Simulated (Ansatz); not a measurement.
Reaction (redistribution): `[CH3][Al]([C]#N)[C]#N` + `OC(F)(F)[SiH3]` → `[CH3][Al]([F])[C]#N` + `N#CC(O)(F)[SiH3]`

Computed with Ansatz on PBE0-D4/def2-TZVP structures; ΔE is electronic, products minus reactants. CBS: MP2 limit from def2 TZ/QZ plus the TZ coupled-cluster correction, frozen cores. DFT in def2-TZVPP. One conformer a species, not always the lowest.

`[CH3][Al]([C]#N)[C]#N`:

Cartesian coordinates in Å:
```
C -0.512 -1.446 -0.058
Al 0.123 0.366 0.001
C -0.260 1.679 -1.356
N -0.513 2.433 -2.191
C 1.210 1.034 1.445
N 1.859 1.393 2.328
H -1.103 -1.647 -0.954
H -1.131 -1.665 0.818
H 0.327 -2.148 -0.033
```

`OC(F)(F)[SiH3]`:

Z-matrix (Å, degrees):
```
C
F 1 1.371
F 1 1.371 2 104.2
O 1 1.352 2 110.0 3 -117.8
Si 1 1.928 2 110.6 3 119.0
H 4 0.968 1 108.9 2 57.1
H 5 1.481 1 108.0 2 -177.2
H 5 1.481 1 108.0 2 62.4
H 5 1.481 1 107.1 2 -57.4
```

`[CH3][Al]([F])[C]#N`:

```xyz
8

C    -0.725    0.634    0.887
Al    0.016   -0.691   -0.293
F    -0.570   -2.221   -0.398
C     1.517   -0.341   -1.458
N     2.414   -0.076   -2.132
H    -1.779    0.814    0.656
H    -0.682    0.297    1.926
H    -0.192    1.584    0.812
```

`N#CC(O)(F)[SiH3]`:

```xyz
10

N    -1.962   -1.793    0.440
C    -0.960   -1.247    0.305
C     0.285   -0.478    0.147
O     0.898   -0.244    1.353
F     1.114   -1.231   -0.676
Si   -0.032    1.227   -0.711
H     0.954   -1.064    1.860
H     1.286    1.892   -0.810
H    -0.976    1.992    0.135
H    -0.609    0.946   -2.044
```

```tsv
level	ΔE (kJ/mol)
r2SCAN-D4	-110.5
PBE0-D4	-110.3
MP2/def2-TZVPP	-121.2
MP2/CBS(def2)	-123.9
```

(1) What does CCSD(T)/CBS give? (Best estimate.)

Largest T1 diagnostic among the species: 0.014.

## Answers

(1) The calculation gave: -115.3 kJ/mol. The listed levels differ from it by 4.8, 5.0, -5.9, -8.6 kJ/mol.

In def2-TZVPP, CCSD(T) changes the Hartree–Fock value by −14.0 kJ/mol (the triples alone add −0.5 kJ/mol) and MP2 by −22.5 kJ/mol.
